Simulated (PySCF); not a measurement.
CuH, SMILES [CuH] (connectivity only; charge and spin as stated), neutral, multiplicity 1. Heavy atoms are numbered as in [CuH:1]. Hydrogens are named by the atom that carries them.

Coordinates come from a PBE0-D3(BJ)/def2-TZVPD optimisation. The multiplicity is an assumed one; other spin states were not compared.

The numbers are results of PBE0/pcSseg-2 (PySCF), not measurements.

GIAO shieldings, no solvent; atoms alike by connectivity are averaged. δ = σ(ref) − σ: ¹H against TMS (σ = 31.54 ppm), references at their B3LYP-D3(BJ)/def2-TZVP geometries, non-relativistic.

```json
[
 {"nucleus": "¹H", "atoms": "H on Cu1", "count": "1", "δ (ppm)": "1.10"}
]
```
